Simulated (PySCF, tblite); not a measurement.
Species: C9H9FN2.
Atom-mapped SMILES: `[CH3:1][N:2]([CH3:3])[C@:4]12[CH:5]=[C:6]([F:7])[C@:8]3([C:9]#[N:10])[C@H:11]1[C@H:12]23` (hydrogens: H13, H14, H15 on C1; H16, H17, H18 on C3; H19 on C5; H20 on C11; H21 on C12)

Cartesian coordinates in Å at the GFN2-xTB level; atoms count from 1:
```
atom  x, y, z in Å
C1    -1.959   -1.301    0.383
N2    -1.317   -0.006    0.498
C3    -2.143    1.072   -0.013
C4     0.000    0.009   -0.026
C5     0.332   -0.208   -1.481
C6     1.654   -0.114   -1.536
F7     2.476   -0.225   -2.577
C8     2.138    0.156   -0.142
C9     3.511    0.314    0.171
N10    4.622    0.441    0.414
C11    1.155   -0.499    0.827
C12    1.044    0.932    0.588
H13   -1.307   -2.060    0.810
H14   -2.889   -1.278    0.948
H15   -2.188   -1.578   -0.656
H16   -3.073    1.092    0.554
H17   -2.386    0.960   -1.079
H18   -1.623    2.016    0.131
H19   -0.373   -0.393   -2.264
H20    1.272   -1.128    1.683
H21    1.043    1.813    1.193
```

Method used: PBE0/pcSseg-1 in PySCF (dipole) on a GFN2-xTB geometry, gas phase.

Take the most abundant isotopes and a rigid rotor. The values belong to one conformer with, in the numbering `[CH3:1][N:2]([CH3:3])[C@:4]12[CH:5]=[C:6]([F:7])[C@:8]3([C:9]#[N:10])[C@H:11]1[C@H:12]23`, C1–N2–C4–C5 65°.

Question: Give the principal moments of inertia and the rotational constants in cm⁻¹.

Answer: Ia = 258.33, Ib = 785.50, Ic = 909.71 u·Å²; 505379 MHz·u·Å²/I gives 1956, 643.4 and 555.5 MHz, that is A = 0.06526, B = 0.02146, C = 0.01853 cm⁻¹.

Question: Classify the top.

Answer: An asymmetric top. Ray's parameter κ = (2B − A − C)/(A − C) = -0.875; −1 is the prolate and +1 the oblate limit.

Question: What does the inertial defect say?

Answer: Not planar: Δ = Ic − Ia − Ib = -134.12 u·Å². For a rigid frame Δ = −2 Σ m c², so Σ m c² = 67.06 u·Å² lies off the ab plane: 19.44 from hydrogen and 47.62 from heavier atoms. The atom farthest from that plane is 2.07 Å away.

Question: List the rotational levels J(Ka,Kc) to J = 2 (K).

Answer: Above 0(0,0), as E/k:
J = 1: 1(0,1) 0.058, 1(1,1) 0.121, 1(1,0) 0.125
J = 2: 2(0,2) 0.172, 2(1,2) 0.231, 2(1,1) 0.244, 2(2,1) 0.433, 2(2,0) 0.433

Question: Which lines would a microwave search look for?

Answer: The dipole components are |μa| = 5.56 D, |μb| = 0.02 D, |μc| = 0.00 D; the mirror of this Cs structure is the ab plane, so μc vanishes by symmetry and there are no c-type lines. The squared components, which scale the intensities, stand as 1.00 : 0.00 (a : b). Some lines, for components of 0.1 D or more:

| type | branch | J(Ka,Kc) | MHz | lower level (cm⁻¹) |
| --- | --- | --- | --- | --- |
| a | Q | 3(1,2) ← 3(1,3) | 527 | 0.276 |
| a | Q | 5(1,4) ← 5(1,5) | 1314 | 0.622 |
| a | R | 2(1,2) ← 1(1,1) | 2310 | 0.084 |
| a | R | 2(0,2) ← 1(0,1) | 2394 | 0.040 |
| a | R | 2(1,1) ← 1(1,0) | 2486 | 0.087 |
| a | R | 3(1,3) ← 2(1,2) | 3462 | 0.161 |
| a | R | 3(0,3) ← 2(0,2) | 3580 | 0.120 |
| a | R | 3(2,2) ← 2(2,1) | 3597 | 0.301 |
| a | R | 3(2,1) ← 2(2,0) | 3614 | 0.301 |
| a | R | 4(1,4) ← 3(1,3) | 4612 | 0.276 |
| a | R | 4(2,3) ← 3(2,2) | 4792 | 0.421 |
| a | R | 4(3,1) ← 3(3,0) | 4805 | 0.647 |
| a | R | 4(2,2) ← 3(2,1) | 4834 | 0.422 |
| a | R | 4(1,3) ← 3(1,2) | 4962 | 0.294 |
| a | R | 5(1,5) ← 4(1,4) | 5758 | 0.430 |
| a | R | 5(0,5) ← 4(0,4) | 5912 | 0.398 |
| a | R | 5(4,2) ← 4(4,1) | 6004 | 1.124 |
| a | R | 5(4,1) ← 4(4,0) | 6004 | 1.124 |
| a | R | 5(3,2) ← 4(3,1) | 6011 | 0.808 |

Its GFN2-xTB frequencies are all real (lowest 53 cm⁻¹). Zero-point vibration and centrifugal distortion are left out. A rigid rotor knows nothing of internal rotation, which can split or shift real lines. Quadrupole hyperfine structure (14N) is left out.

The run took 67 s wall on one thread, x86-64 server, on a shared host. This is the PBE0/pcSseg-1 job that gave the dipole, with the shieldings it also computed.
